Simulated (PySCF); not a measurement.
C5H11FSi (SMILES C=C[Si](C)(F)CC), singlet, at a GFN2-xTB geometry, atoms displaced at random by about 0.08 Å a coordinate; PBE/STO-3G, gradient in PySCF.

Here is a job for PySCF.
```python
from pyscf import gto, scf, dft

mol = gto.Mole()
mol.atom = '''
    C    -1.94931636   -0.90806890    1.41851509
    C    -0.91187190   -0.04031266    1.31403516
    Si   -0.34469445   -0.04133984   -0.39022497
    C    -0.41923969    1.81747353   -1.14317121
    F    -0.99322786   -0.88502724   -1.48974541
    C     1.73731412   -0.52271061   -0.29773849
    C     2.57126577    0.29398686    0.64633181
    H    -2.46676086   -1.07060333    2.47045024
    H    -2.33417241   -1.73857047    0.73937615
    H    -0.71299197    0.46791442    2.17421144
    H     0.33896254    1.89697805   -2.08309350
    H    -1.37724422    1.95415680   -1.16538005
    H     0.00779312    2.48653480   -0.47666136
    H     1.78450075   -1.47612761    0.19470577
    H     1.97337341   -0.33706978   -1.37967021
    H     2.52471471    1.50919273    0.21462543
    H     3.53409156    0.07193613    0.55602668
    H     2.19062466    0.39031854    1.52278326
'''
mol.basis = 'sto-3g'
mol.verbose = 4
mol.build()

mf = dft.RKS(mol)
mf.xc = 'pbe'
mf.grids.level = 5
mf.kernel()
g = mf.nuc_grad_method()
g.grid_response = True
grad = g.kernel()
```

Output, abridged:

```
PySCF version 2.14.0

[INPUT] verbose = 4
[INPUT] num. atoms = 18
[INPUT] num. electrons = 64
[INPUT] charge = 0
[INPUT] spin (= nelec alpha-beta = 2S) = 0
[INPUT] symmetry False subgroup None
[INPUT] Mole.unit = angstrom
[INPUT] Symbol           X                Y                Z      unit          X                Y                Z       unit  Magmom
[INPUT]  1 C     -1.949316360000  -0.908068900000   1.418515090000 AA   -3.683674050534  -1.716001523235   2.680605023663 Bohr   0.0
[INPUT]  2 C     -0.911871900000  -0.040312660000   1.314035160000 AA   -1.723188151687  -0.076179886753   2.483166570449 Bohr   0.0
[INPUT]  3 Si    -0.344694450000  -0.041339840000  -0.390224970000 AA   -0.651378107158  -0.078120975633  -0.737418320267 Bohr   0.0
[INPUT]  4 C     -0.419239690000   1.817473530000  -1.143171210000 AA   -0.792248194648   3.434527210346  -2.160280500388 Bohr   0.0
[INPUT]  5 F     -0.993227860000  -0.885027240000  -1.489745410000 AA   -1.876928634688  -1.672459096380  -2.815210820228 Bohr   0.0
[INPUT]  6 C      1.737314120000  -0.522710610000  -0.297738490000 AA    3.283047879140  -0.987779895304  -0.562644202842 Bohr   0.0
[INPUT]  7 C      2.571265770000   0.293986860000   0.646331810000 AA    4.858988098769   0.555554649621   1.221390106494 Bohr   0.0
[INPUT]  8 H     -2.466760860000  -1.070603330000   2.470450240000 AA   -4.661502440197  -2.023147081747   4.668474357966 Bohr   0.0
[INPUT]  9 H     -2.334172410000  -1.738570470000   0.739376150000 AA   -4.410946582416  -3.285422036556   1.397218426535 Bohr   0.0
[INPUT] 10 H     -0.712991970000   0.467914420000   2.174211440000 AA   -1.347359552314   0.884230103535   4.108664158496 Bohr   0.0
[INPUT] 11 H      0.338962540000   1.896978050000  -2.083093500000 AA    0.640546367087   3.584768978811  -3.936476206862 Bohr   0.0
[INPUT] 12 H     -1.377244220000   1.954156800000  -1.165380050000 AA   -2.602614382440   3.692821156456  -2.202249125532 Bohr   0.0
[INPUT] 13 H      0.007793120000   2.486534800000  -0.476661360000 AA    0.014726862456   4.698869771200  -0.900759424563 Bohr   0.0
[INPUT] 14 H      1.784500750000  -1.476127610000   0.194705770000 AA    3.372217686581  -2.789476907809   0.367940580173 Bohr   0.0
[INPUT] 15 H      1.973373410000  -0.337069780000  -1.379670210000 AA    3.729135286399  -0.636969569067  -2.607198839121 Bohr   0.0
[INPUT] 16 H      2.524714710000   1.509192730000   0.214625430000 AA    4.771019344561   2.851960928885   0.405583282067 Bohr   0.0
[INPUT] 17 H      3.534091560000   0.071936130000   0.556026680000 AA    6.678465147537   0.135939584161   1.050738143151 Bohr   0.0
[INPUT] 18 H      2.190624660000   0.390318540000   1.522783260000 AA    4.139680649118   0.737595141940   2.877643308472 Bohr   0.0

nuclear repulsion = 380.968284784515
number of shells = 34
number of NR pGTOs = 150
number of NR cGTOs = 50
basis = sto-3g
ecp = {}

******** <class 'pyscf.dft.rks.RKS'> ********
method = RKS
initial guess = minao
damping factor = 0
level_shift factor = 0
DIIS = <class 'pyscf.scf.diis.CDIIS'>
diis_start_cycle = 1
diis_space = 8
diis_damp = 0
SCF conv_tol = 1e-09
SCF conv_tol_grad = None
SCF max_cycles = 50
direct_scf = True
direct_scf_tol = 1e-13
XC library pyscf.dft.libxc version 7.1.2
    S. Lehtola, C. Steigemann, M. J. T. Oliveira, and M. A. L. Marques,  SoftwareX 7, 1–5 (2018)
XC functionals = pbe
    J. P. Perdew, K. Burke, and M. Ernzerhof,  Phys. Rev. Lett. 77, 3865 (1996)
    J. P. Perdew, K. Burke, and M. Ernzerhof,  Phys. Rev. Lett. 78, 1396 (1997)
    J. P. Perdew, K. Burke, and M. Ernzerhof,  Phys. Rev. Lett. 77, 3865 (1996)
    J. P. Perdew, K. Burke, and M. Ernzerhof,  Phys. Rev. Lett. 78, 1396 (1997)
radial grids:
    Treutler-Ahlrichs [JCP 102, 346 (1995); DOI:10.1063/1.469408] (M4) radial grids

becke partition: Becke, JCP 88, 2547 (1988); DOI:10.1063/1.454033
pruning grids: <function nwchem_prune>
grids dens level: 5
symmetrized grids: False
atomic radii adjust function: <function treutler_atomic_radii_adjust>
small_rho_cutoff = 0
Set gradient conv threshold to 3.16228e-05
Initial guess from minao.
tot grids = 561264
init E= -578.919083146314
  HOMO = -0.280886225559291  LUMO = -0.079750218987218  gap/eV = 5.47319
cycle= 1 E= -578.521160887586  delta_E= 0.398  |g|= 0.578  |ddm|= 5.15
  HOMO = -0.00556256694438184  LUMO = 0.0792308088061243  gap/eV = 2.30735
cycle= 2 E= -578.383699674786  delta_E= 0.137  |g|= 0.877  |ddm|= 2.19
  HOMO = -0.107860609132557  LUMO = 0.0832124655675882  gap/eV = 5.19936
cycle= 3 E= -578.637589486856  delta_E= -0.254  |g|= 0.167  |ddm|= 1.38
  HOMO = -0.111270539974057  LUMO = 0.0652160584136041  gap/eV = 4.80244
cycle= 4 E= -578.645143792806  delta_E= -0.00755  |g|= 0.0753  |ddm|= 0.279
  HOMO = -0.111360187868588  LUMO = 0.0598066785702517  gap/eV = 4.65769
cycle= 5 E= -578.646766027499  delta_E= -0.00162  |g|= 0.0221  |ddm|= 0.114
  HOMO = -0.112320322848769  LUMO = 0.0606792392140484  gap/eV = 4.70756
cycle= 6 E= -578.646917878317  delta_E= -0.000152  |g|= 0.00612  |ddm|= 0.0366
  HOMO = -0.112272526236527  LUMO = 0.0614518327883219  gap/eV = 4.72728
cycle= 7 E= -578.646931814152  delta_E= -1.39e-05  |g|= 0.00111  |ddm|= 0.0116
  HOMO = -0.112203771188929  LUMO = 0.0614206892196679  gap/eV = 4.72456
cycle= 8 E= -578.646932222682  delta_E= -4.09e-07  |g|= 0.000352  |ddm|= 0.00191
  HOMO = -0.112233513326052  LUMO = 0.0614092040787968  gap/eV = 4.72506
cycle= 9 E= -578.646932262883  delta_E= -4.02e-08  |g|= 7.5e-05  |ddm|= 0.000571
  HOMO = -0.11224196328386  LUMO = 0.06141282043552  gap/eV = 4.72539
cycle= 10 E= -578.64693226501  delta_E= -2.13e-09  |g|= 1.93e-05  |ddm|= 0.000162
  HOMO = -0.112241218109571  LUMO = 0.0614129175697661  gap/eV = 4.72537
cycle= 11 E= -578.646932265127  delta_E= -1.17e-10  |g|= 8.3e-06  |ddm|= 3.73e-05
  HOMO = -0.112240061874304  LUMO = 0.0614122717405772  gap/eV = 4.72532
Extra cycle  E= -578.646932265113  delta_E= 1.42e-11  |g|= 1.09e-05  |ddm|= 2.75e-05
converged SCF energy = -578.646932265113

******** <class 'pyscf.grad.rks.Gradients'> for <class 'pyscf.dft.rks.RKS'> ********
unit = Eh/Bohr
grid_response = True
--------------- RKS gradients ---------------
         x                y                z
0 C     0.0332062412     0.0364723942    -0.0714059951
1 C     0.0680621439     0.0722143153     0.0606387241
2 Si    -0.1558454606    -0.1116908544    -0.0332386639
3 C    -0.1725640045     0.0931224805     0.0330332448
4 F     0.0519267717     0.0668360373     0.0593505792
5 C     0.0848038067    -0.0263519193     0.0167272832
6 C     0.0487954490    -0.1469186156     0.1788372577
7 H    -0.0186999156    -0.0097383187     0.0394014402
8 H    -0.0136432235    -0.0279331691     0.0028102510
9 H    -0.0261986809    -0.0493638471    -0.0564933391
10 H     0.0603610688     0.0056305518    -0.0357917534
11 H     0.1413966237    -0.0366641847     0.0338349558
12 H    -0.0202372625    -0.0351258481    -0.0449330666
13 H    -0.0011380489     0.0411647457     0.0210031750
14 H    -0.0147821966     0.0241853385    -0.0156896381
15 H    -0.0065302497     0.0750371919    -0.0293447310
16 H    -0.1121291223     0.0311831626    -0.0049868234
17 H     0.0532160599    -0.0020594607    -0.1537529002
----------------------------------------------
```
